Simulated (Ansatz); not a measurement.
Relaxation of C₂H₄FNSi (9 atoms, charge 0, multiplicity 1), to a largest force component of 0.015 eV/Å in at most 40 steps.

The calculation used Ansatz, RKS B3LYP-D4/6-31G*.

```xyz
9
Properties=species:S:1:pos:R:3
N -0.408 1.248 -1.403
C -0.198 0.443 -0.490
Si 0.922 -0.775 -0.168
C -0.893 0.311 0.670
F -0.482 0.828 1.862
H 0.218 1.266 -2.186
H 1.911 -0.597 0.999
H 0.514 -2.168 -0.226
H -1.494 -0.602 0.924
```

Question: Where does it end, and by what steps?

Answer: The run converged. After 10 steps the energy has fallen by 2.100 eV; H7 moved furthest, 0.52 Å.

| step | energy less start (eV) | largest force component (eV/Å) | accepted |
| --- | --- | --- | --- |
| 0 | 0.0000 | 4.798 | yes |
| 1 | -0.9217 | 2.354 | yes |
| 2 | -1.2441 | 1.276 | yes |
| 3 | -1.5870 | 1.027 | yes |
| 4 | -1.7907 | 1.287 | yes |
| 5 | -1.9778 | 1.020 | yes |
| 6 | -2.0812 | 0.509 | yes |
| 7 | -2.0942 | 0.245 | yes |
| 8 | -2.0951 | 0.253 | yes |
| 9 | -2.1001 | 0.051 | yes |
| 10 | -2.1003 | 0.015 | yes |

```xyz
9
Properties=species:S:1:pos:R:3
N -0.350 1.474 -1.301
C -0.249 0.430 -0.590
Si 0.786 -0.953 0.174
C -0.717 0.073 0.778
F -0.756 1.020 1.771
H 0.243 1.403 -2.136
H 2.160 -0.553 0.550
H 0.604 -2.411 -0.032
H -1.633 -0.531 0.769
```

Whether the end is a true minimum wasn't checked by a vibrational analysis.

Time of the run: 38 s on 1 thread of Intel(R) Xeon(R) Platinum 8488C (Sapphire Rapids), on a shared host, peak memory 0.19 GiB.
